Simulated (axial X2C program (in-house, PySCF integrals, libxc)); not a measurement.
# CrO⁻: from the spin-free to the two-component result

All values were computed with an in-house relativistic program for diatomic molecules. Spin-free means the one-electron spin-free X2C Hamiltonian; two-component (2c) means X2C with spin–orbit coupling and atomic mean-field two-electron Coulomb and Gaunt terms, so the difference of the two also holds small scalar two-electron terms. Basis: Cr dyall-acv3z [10s11p7d4f2g], O dyall-av3z [7s6p3d2f] (cores contracted in-house); Gaussian nuclei, density fitting, unrestricted open shells. Masses: Cr 51.941 u, O 15.995 u.

Spin-free state: M_S = 5/2, Λ = 0 (beyond evenly filled blocks: σα, π+α, π-α, δ+α, δ-α); fragments Cr- + O for HF; Cr + O- for CCSD.

```csv
level,Re (Å),ωe (cm⁻¹),De (eV),μ (D)
HF,1.738,785.7,n/a,-3.82
CCSD,1.682,829.9,3.759,n/a
```

Correlated methods: 13 electrons correlated (number of frozen shells: Cr 3 s, 2 p; O 1 s), 293 virtual spin orbitals or spinors in MP2, 90 natural virtuals in coupled cluster.

Dipoles are positive if O is the positive end and refer to the centre of mass.

Two-component determinant lowest at the distance of the search:

Ω = 5/2 (⟨Sz⟩ = 2.50, ⟨Lz⟩ = 0.00 at HF); fragments Cr- + O for HF; Cr + O- for CCSD.

| level | Re (Å) | ωe (cm⁻¹) | De (eV) | μ (D) |
| --- | --- | --- | --- | --- |
| HF | 1.738 | 785.9 | n/a | -3.81 |
| CCSD | 1.683 | 828.6 | 3.750 | n/a |

From the two tables, how do the constants change at the CCSD level (2c against spin-free)?

At the CCSD level Re is unchanged within 0.001 Å and ωe falls by 1.3 cm⁻¹; De changes by -0.009 eV.

The state is one determinant whose occupation by symmetry is held fixed; it was picked as the lowest of a PBE0 search that is not exhaustive. De is counted from the lowest determinant-based energies of the atoms at the same level, without counterpoise correction. De is not given where an atomic determinant may have missed its ground term or J level, or where the truncated virtual space spoils (T). CCSD ran in a truncated set of natural virtual spinors with an MP2 remainder; without triples it tends to underbind. PBE0 can misorder states that lie within some tenths of an eV, so this need not be the ground state of the molecule. The nearest other spin-free determinant of the search, M_S = 3/2, Λ = 1, lies 0.31 eV up at the distance of the search. With several unpaired electrons one determinant need not be a pure state. This is the top spin component of a Σ state; components of lower Ω are not single determinants and can lie lower. The determinant is spin-polarised beyond a pure state at some levels (its spin-free form has ⟨S²⟩ too high), which makes Re and μ there less reliable. The T1 diagnostic is large, a sign of multireference character.
